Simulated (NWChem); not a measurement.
System: CH6O2Si2; SMILES [SiH3][SiH]1OCO1

NWChem printed, in part:

```
             Northwest Computational Chemistry Package (NWChem) 7.3.0
             --------------------------------------------------------

                             Geometry "geometry" -> ""
                             -------------------------

 Output coordinates in angstroms (scale by  1.889725989 to convert to a.u.)

  No.       Tag          Charge          X              Y              Z
 ---- ---------------- ---------- -------------- -------------- --------------
    1 Si                  14.0000     0.22743700     2.07477100     0.00000000
    2 Si                  14.0000    -0.61852300    -0.12206100     0.00000000
    3 O                    8.0000     0.08079700    -1.19111900    -1.11438200
    4 C                    6.0000     0.58422400    -1.95100400     0.00000000
    5 O                    8.0000     0.08079700    -1.19111900     1.11438200
    6 H                    1.0000    -0.25208600     2.80065100     1.20930000
    7 H                    1.0000     1.71452000     2.05921500     0.00000000
    8 H                    1.0000    -0.25208600     2.80065100    -1.20930000
    9 H                    1.0000    -2.11197600    -0.13242200     0.00000000
   10 H                    1.0000     1.68068100    -1.97059300     0.00000000
   11 H                    1.0000     0.17336700    -2.96758800     0.00000000

 Effective nuclear repulsion energy (a.u.)     295.9037857250

                              NWChem Property Module
                              ----------------------

  itol2e modified to match energy
  convergence criterion.

                                 NWChem DFT Module
                                 -----------------

 Summary of "ao basis" -> "ao basis" (spherical)
 ------------------------------------------------------------------------------
       Tag                 Description            Shells   Functions and Types
 ---------------- ------------------------------  ------  ---------------------
 Si                         pcsseg-1                10       24   4s5p1d
 O                          pcsseg-1                 7       17   3s3p1d
 C                          pcsseg-1                 7       17   3s3p1d
 H                          pcsseg-1                 3        5   2s1p

  itol2e modified to match energy
  convergence criterion.

[...]

          -----------------------------------------
          Chemical Shielding Tensors (GIAO, in ppm)
          -----------------------------------------

                                NWChem CPHF Module
                                ------------------

  scftype          =     RHF
  nclosed          =       28
  nopen            =        0
  variables        =     2828
  # of vectors     =        3
  tolerance        = 0.10D-03
  level shift      = 0.00D+00
  max iterations   =       50
  max subspace     =       30

 SCF residual:    1.9983539523326066E-004

Iterative solution of linear equations
  No. of variables     2828
  No. of equations        3
  Maximum subspace       30
        Iterations       50
       Convergence  1.0D-04

   iter   nsub   residual    time
   ----  ------  --------  ---------
     1      3    1.44D-04      89.1
     2      6    5.20D-09      99.6

      Atom:    1  Si
        Diamagnetic
    881.6471      1.7483     -0.0000
      1.7483    887.6281      0.0000
     -0.0000      0.0000    881.5859

        Paramagnetic
   -400.1435      3.4906     -0.0000
      3.4906   -411.1176      0.0000
     -0.0000      0.0000   -414.3741

        Total Shielding Tensor
    481.5037      5.2389     -0.0000
      5.2389    476.5105      0.0000
     -0.0000      0.0000    467.2119

           isotropic =     475.0753
          anisotropy =      14.6027

          Principal Components and Axis System
                 1           2           3
              484.8105    473.2037    467.2119

      1         0.8456     -0.5338      0.0000
      2         0.5338      0.8456     -0.0000
      3        -0.0000      0.0000      1.0000

      Atom:    2  Si
        Diamagnetic
    878.6416     -1.9048      0.0000
     -1.9048    886.1542     -0.0000
      0.0000     -0.0000    882.3106

        Paramagnetic
   -661.3316     35.5992      0.0000
     35.5992   -599.2894     -0.0000
      0.0000     -0.0000   -511.4010

        Total Shielding Tensor
    217.3100     33.6944      0.0000
     33.6944    286.8647     -0.0000
      0.0000     -0.0000    370.9096

           isotropic =     291.6948
          anisotropy =     118.8222

          Principal Components and Axis System
                 1           2           3
              370.9096    300.5103    203.6645

      1         0.0000      0.3754      0.9269
      2        -0.0000      0.9269     -0.3754
      3         1.0000      0.0000     -0.0000

      Atom:    3  O
        Diamagnetic
    382.7622    -17.9819      1.1287
    -17.9819    399.9946     -0.7272
      1.1287     -0.7272    398.0940

        Paramagnetic
   -237.2265    -44.7432      4.1611
    -44.7432   -185.8844     -1.7585
      4.1611     -1.7585    -85.3924

        Total Shielding Tensor
    145.5357    -62.7250      5.2898
    -62.7250    214.1102     -2.4857
      5.2898     -2.4857    312.7015

           isotropic =     224.1158
          anisotropy =     133.5250

          Principal Components and Axis System
                 1           2           3
              313.1324    250.9293    108.2856

      1         0.0535     -0.5070      0.8603
      2        -0.0589      0.8584      0.5095
      3         0.9968      0.0780     -0.0161

      Atom:    4  C
        Diamagnetic
    241.9603     -5.0676     -0.0000
     -5.0676    247.3303      0.0000
     -0.0000      0.0000    254.2186

        Paramagnetic
   -198.0973     -1.8766      0.0000
     -1.8766   -192.3720     -0.0000
      0.0000     -0.0000   -144.3400

[...]
```

Level: KT2/pcSseg-1, GIAO. Structure relaxed at the B3LYP/6-31G* (spherical d) level. The output numbers the shielded atoms by their place in the input's list. The printed shielding anisotropy is the first printed principal value minus the mean of the other two.

Question: Which NWChem input produces such a log?

Answer: One answer among several that fit: the input that was run:
```
start job
memory heap 200 mb stack 900 mb global 1100 mb
geometry units angstroms noautosym nocenter noautoz
  Si     0.227437     2.074771     0.000000
  Si    -0.618523    -0.122061     0.000000
  O      0.080797    -1.191119    -1.114382
  C      0.584224    -1.951004     0.000000
  O      0.080797    -1.191119     1.114382
  H     -0.252086     2.800651     1.209300
  H      1.714520     2.059215     0.000000
  H     -0.252086     2.800651    -1.209300
  H     -2.111976    -0.132422     0.000000
  H      1.680681    -1.970593     0.000000
  H      0.173367    -2.967588     0.000000
end
basis spherical
  * library pcsseg-1
end
dft
  xc kt2
  iterations 150
end
property
  shielding 9 1 2 3 4 6 7 9 10 11
end
task dft property
```
